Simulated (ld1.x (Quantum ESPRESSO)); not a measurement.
Transferability test, PAW potential for O

```json
{"Element": "O", "Generator": "ld1.x (Quantum ESPRESSO) 7.5", "Type": "PAW", "Functional": "PBE", "Relativity": "scalar-relativistic", "Frozen core": "[He]", "Valence charge": "6", "Reference configuration": "2s1.75 2p4.25", "Partial waves": "2s (bound): rcut 0.85, rcutus 1.00 bohr; 2s channel at -0.95 Ry: rcut 0.85, rcutus 1.00 bohr; 2p (bound): rcut 1.05, rcutus 1.20 bohr; 2p channel at 0.85 Ry: rcut 1.05, rcutus 1.20 bohr; 3d channel at 0.1 Ry: rcut 0.90, rcutus 1.20 bohr", "Local potential": "all-electron potential smoothed inside 1.20 bohr (lloc = -1)", "Core correction": "Bessel-smoothed model core inside 0.65 bohr", "Augmentation charge": "BESSEL, radius 0.95 bohr"}
```

Energies are relative to the spin-unpolarised reference configuration 2s1.75 2p4.25; without spin polarisation the order of configurations can differ from experiment. The frozen-core shift is the all-electron ΔE with the core orbitals held at their reference shape minus the fully relaxed ΔE.

Task: Give the all-electron excitation energy and the error of the potential for: 2s2 2p4; 2s2 2p3; 2s2 2p2; 2s0 2p6; 2s2 2p3.5; 2s1 2p4; 2s2 2p4.3.

Result:

```json
{"valence configuration": "2s2 2p4", "charge": "0", "ΔE all-electron (eV)": "-3.734", "error AE − PS (meV)": "0.0", "frozen-core shift (meV)": "0.0"}
{"valence configuration": "2s2 2p3", "charge": "+1", "ΔE all-electron (eV)": "12.697", "error AE − PS (meV)": "-0.9", "frozen-core shift (meV)": "+0.1"}
{"valence configuration": "2s2 2p2", "charge": "+2", "ΔE all-electron (eV)": "46.283", "error AE − PS (meV)": "-4.7", "frozen-core shift (meV)": "+1.1"}
{"valence configuration": "2s0 2p6", "charge": "0", "ΔE all-electron (eV)": "26.203", "error AE − PS (meV)": "-1.6", "frozen-core shift (meV)": "+1.3"}
{"valence configuration": "2s2 2p3.5", "charge": "+0.5", "ΔE all-electron (eV)": "2.552", "error AE − PS (meV)": "-0.3", "frozen-core shift (meV)": "0.0"}
{"valence configuration": "2s1 2p4", "charge": "+1", "ΔE all-electron (eV)": "27.925", "error AE − PS (meV)": "-1.4", "frozen-core shift (meV)": "+0.4"}
{"valence configuration": "2s2 2p4.3", "charge": "-0.3", "ΔE all-electron (eV)": "-5.857", "error AE − PS (meV)": "+0.2", "frozen-core shift (meV)": "0.0"}
```

Levels in the configuration 2s1 2p4:

```json
{"level": "2s", "all-electron (eV)": "-39.802", "pseudo (eV)": "-39.805"}
{"level": "2p", "all-electron (eV)": "-24.559", "pseudo (eV)": "-24.561"}
```
